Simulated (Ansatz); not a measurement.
A CCSD(T) single point on CH$_{2}$FNOSn (`O=C=[N][SnH2][F]`).

```yaml
crystal:
  periodic: [false, false, false]
  atoms:
    - {symbol: O, position_ang: [-0.221736, -2.869281, -0.931603]}
    - {symbol: C, position_ang: [-0.121538, -1.906785, -0.283816]}
    - {symbol: N, position_ang: [-0.020930, -0.958236, 0.449393]}
    - {symbol: Sn, position_ang: [0.157431, 1.031635, 0.318540]}
    - {symbol: F, position_ang: [-0.877092, 1.510008, -1.220139]}
    - {symbol: H, position_ang: [-0.618634, 1.696104, 1.665182]}
    - {symbol: H, position_ang: [1.763801, 1.428456, -0.043156]}
basis:
  gaussian: {orbitals: def2-TZVPP}
correlation: {method: ccsd_t}
output: {orbitals: {seedname: orbitals}}
```

```sh
$ ansatz run in.yaml --threads 4 --pin off --events-out ev --progress --plain
```

Output of Ansatz, abridged:

```
Functional definition: HF
1426 factors; integrals over basis functions are off by at most 9.8e-4 eV
mean field evaluation 1: about -13092.3348 eV, gradient 4.8e1 eV
mean field evaluation 2: about -13092.6180 eV, gradient 4.8e1 eV
mean field evaluation 4: about -13096.8654 eV, gradient 3.3e0 eV
mean field evaluation 8: about -13096.9200 eV, gradient 4.2e-1 eV
mean field -13096.92046519 eV, -481.3029496841 hartree, gradient 7.2e-6 eV, S^2 0.000000; 0 other end points of the search recorded, 0 dependent functions left out
8 core orbitals not correlated: weight in the atoms' cores, before any rotation towards them, 1.000 or more for the frozen orbitals, at most 0.000 for the correlated occupied ones
reference -13096.92046519 eV, -481.3029496841 hartree; 19, 19 occupied and 175, 175 virtual orbitals, 1426 factors
second order -30.97139346 eV of doubles, -0.00000000 eV of singles
cycle   1  -29.82654706 eV  change     1.1e0 eV  update   1.5e-1
cycle   2  -30.67422831 eV  change   -8.5e-1 eV  update   5.0e-2
cycle   3  -30.87001096 eV  change   -2.0e-1 eV  update   2.3e-2
cycle   4  -30.84708558 eV  change    2.3e-2 eV  update   5.6e-3
cycle   5  -30.84143801 eV  change    5.6e-3 eV  update   2.1e-3
cycle   6  -30.84252728 eV  change   -1.1e-3 eV  update   6.7e-4
cycle   7  -30.84249127 eV  change    3.6e-5 eV  update   2.1e-4
cycle   8  -30.84236386 eV  change    1.3e-4 eV  update   6.7e-5
cycle   9  -30.84236543 eV  change   -1.6e-6 eV  update   2.6e-5
perturbative correction -1.22644927 eV, -0.0450711794 hartree
Total energy: -13128.98927989 eV, -482.4814568875 hartree
```

Run time 52 s (4 threads of a server CPU on a shared host); peak host memory 3.1 GiB.

Correlation energy per correlated electron: -0.844 eV. T1 diagnostic: 0.0158.
